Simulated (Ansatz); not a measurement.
```csv
atom,x (Å),y (Å),z (Å)
C,1.4577,0.0000,0.2269
C,0.7289,1.2624,-0.2269
C,-0.7289,1.2624,0.2269
C,-1.4577,0.0000,-0.2269
C,-0.7289,-1.2624,0.2269
C,0.7289,-1.2624,-0.2269
H,1.5279,0.0000,1.3304
H,2.4949,0.0000,-0.1469
H,0.7640,1.3232,-1.3304
H,1.2475,2.1607,0.1469
H,-1.2475,2.1607,-0.1469
H,-0.7640,1.3232,1.3304
H,-1.5279,0.0000,-1.3304
H,-2.4949,0.0000,0.1469
H,-1.2475,-2.1607,-0.1469
H,-0.7640,-1.3232,1.3304
H,1.2475,-2.1607,0.1469
H,0.7640,-1.3232,-1.3304
```

Basis set: cc-pVDZ (spherical functions). Correlated methods keep 6 orbitals frozen. Charge 0, multiplicity 1.

Computed with Ansatz (development build ahead of 0.2.0); each method stands on the lowest determinant of its kind that the runs found. Restricted open shells among the atoms or ions are ROHF, correlated in semicanonical orbitals with singles.

Question: Give the atomization energy at this shape (free ground-state atoms in the same class of orbitals less the molecule, no zero-point energy) of singlet C₆H₁₂ by RHF-MP2, RHF.

Answer:

```json
{"method": "RHF-MP2", "atomization energy": "72.46 eV"}
{"method": "RHF", "atomization energy": "58.16 eV"}
```
